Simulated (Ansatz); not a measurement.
CH4BBrOS, SMILES `COB(S)Br`, relaxed with RKS PBE0-D4/def2-TZVP in Ansatz 0.2.0 from a PBE-D4/def2-SVP geometry. The force threshold is 0.005 eV/Å; the program also tests the step.

Charge 0, multiplicity 1.

Start:

```xyz
9

C     0.674    0.424    1.245
O     0.014    0.956    0.102
B    -0.495    0.176   -0.877
S    -0.370   -1.645   -0.800
Br   -1.359    1.080   -2.360
H     0.009   -0.268    1.806
H     0.952    1.269    1.903
H     1.595   -0.126    0.955
H    -1.020   -1.868   -1.973
```

```
step  energy (eV)  largest force (eV/Å)  largest move (Å)
   1  -84695.8907                 0.574             0.000
   2  -84695.9199                 0.172             0.022
   3  -84695.9229                 0.030             0.012
   4  -84695.9229                 0.020             0.003
   5  -84695.9230                 0.002             0.008
   6  -84695.9230                 0.007             0.005
   7  -84695.9230                 0.009             0.005
   8  -84695.9230                 0.006             0.008
   9  -84695.9230                 0.003             0.004
```

End:

```xyz
9

C     0.667    0.415    1.240
O     0.005    0.954    0.108
B    -0.491    0.178   -0.863
S    -0.354   -1.628   -0.800
Br   -1.360    1.068   -2.336
H    -0.003   -0.238    1.804
H     0.970    1.251    1.869
H     1.553   -0.150    0.938
H    -0.987   -1.852   -1.960
```

It took 39 s on 4 threads of a server CPU on a shared host, with 0.63 GiB of host memory at the peak.
